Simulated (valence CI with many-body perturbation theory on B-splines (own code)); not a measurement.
# Which ion has this spectrum?

A relativistic CI+MBPT calculation for an atom or ion with 22 electrons gives these levels (eV):

```tsv
J	Parity	E	g
0	even	0.00	
1	even	78.78	1.49
4	even	91.13	1.05
2	even	94.93	1.18
3	even	98.38	1.10
0	even	166.66	
2	even	166.89	1.29
4	even	169.53	1.13
3	even	171.75	1.18
5	even	175.31	1.08
6	even	178.18	1.06
1	even	181.27	1.05
3	even	184.09	1.05
4	even	184.62	1.03
```

The energies are calculated, and their last digits are not significant.

Task: Which is it?
A. W52+
B. Re53+
C. Ir55+
D. Au57+

Result: C. Ir55+, ground level (3d3/2^4) J=0.
